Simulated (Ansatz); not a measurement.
`O=C(O)[Se][GaH2]` at its PBE0-D4/def2-TZVP geometry, where that method's forces vanish. Total charge 0; spin multiplicity 1.

```json
{"atom": "O1", "x (Å)": "-0.4258", "y (Å)": "-0.4166", "z (Å)": "2.4574"}
{"atom": "C2", "x (Å)": "-0.4603", "y (Å)": "-0.1692", "z (Å)": "1.2990"}
{"atom": "O3", "x (Å)": "0.6916", "y (Å)": "-0.2598", "z (Å)": "0.5099"}
{"atom": "Se4", "x (Å)": "-1.8777", "y (Å)": "0.3778", "z (Å)": "0.1672"}
{"atom": "Ga5", "x (Å)": "-0.0656", "y (Å)": "0.3174", "z (Å)": "-1.4551"}
{"atom": "H6", "x (Å)": "1.4514", "y (Å)": "-0.5368", "z (Å)": "1.0445"}
{"atom": "H7", "x (Å)": "0.6383", "y (Å)": "1.6819", "z (Å)": "-1.7314"}
{"atom": "H8", "x (Å)": "0.0481", "y (Å)": "-0.9947", "z (Å)": "-2.2914"}
```

(1) For each bond, give half the difference of the two atoms' forces along it (eV/Å; positive pushes the atoms apart) under PBE-D4, r2SCAN-D4, B3LYP-D4, ωB97M-V in def2-TZVPP. (Estimate.)

Results:

(1) Ansatz gave: 
```csv
bond,length (Å),PBE-D4,r2SCAN-D4,B3LYP-D4,ωB97M-V
O1–C2,1.185,1.03,0.34,0.11,-0.02
C2–O3,1.399,0.24,0.29,0.28,0.25
C2–Se4,1.895,-0.13,-0.10,0.14,-0.01
O3–H6,0.969,0.31,0.00,-0.10,-0.15
Se4–Ga5,2.433,0.18,0.04,0.27,0.04
Ga5–H7,1.560,0.01,-0.08,-0.08,-0.09
Ga5–H8,1.560,0.01,-0.08,-0.08,-0.09
```

B3LYP here is the variant with VWN-RPA as its local correlation; programs differ in this.
